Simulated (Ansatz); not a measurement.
`BI` + `FC[SiH2]F` → `FCBI` + `F[SiH3]`  (redistribution)

Computed with Ansatz on PBE0-D4/def2-TZVP structures; ΔE is electronic, products minus reactants. CCSD(T)/CBS is the MP2 limit (def2-TZVPP, def2-QZVPP) plus CCSD(T) − MP2 in def2-TZVPP, frozen cores. This one scheme is used for every species. Functionals use def2-TZVPP. def2 core potentials past Kr. For I outer-core shells are correlated without core-valence functions, which leaves a few kJ/mol of doubt a bond. Each species was taken in one conformer, which may not be the lowest.

```json
{"species": "`BI`", "BLYP-D4 energy (Eh)": "-323.69861"}
{"species": "`FC[SiH2]F`", "BLYP-D4 energy (Eh)": "-529.82367"}
{"species": "`FCBI`", "BLYP-D4 energy (Eh)": "-462.29900"}
{"species": "`F[SiH3]`", "BLYP-D4 energy (Eh)": "-391.23165"}
```

Work out ΔE.

ΔE = (-462.29900) + (-391.23165) − (-323.69861) − (-529.82367) = -0.00837 Eh = -22.0 kJ/mol. CCSD(T)/CBS gives -21.8 kJ/mol.

What do rigid-rotor, harmonic-oscillator terms from PBE0-D4/def2-TZVP frequencies (298.15 K, 1 bar) make of the CCSD(T)/CBS value? (Estimate.)

Ansatz gave: ΔZPE = -0.2 kJ/mol, ΔH = -22.8 kJ/mol, ΔS = -7 J/(mol·K), ΔG = -20.7 kJ/mol.

Largest T1 diagnostic among the species: 0.012.

At CCSD(T), def2-SVP lies −7.2 kJ/mol from the extrapolated value and def2-TZVPP −0.0 kJ/mol. Leaving LDA and LC-ωPBE aside and taking each functional with its dispersion term where it has one, the values, not all of them listed here, spread over 5.5 kJ/mol, from B97M-V to B2PLYP. LDA lies −7.2 kJ/mol from PBE without D4.
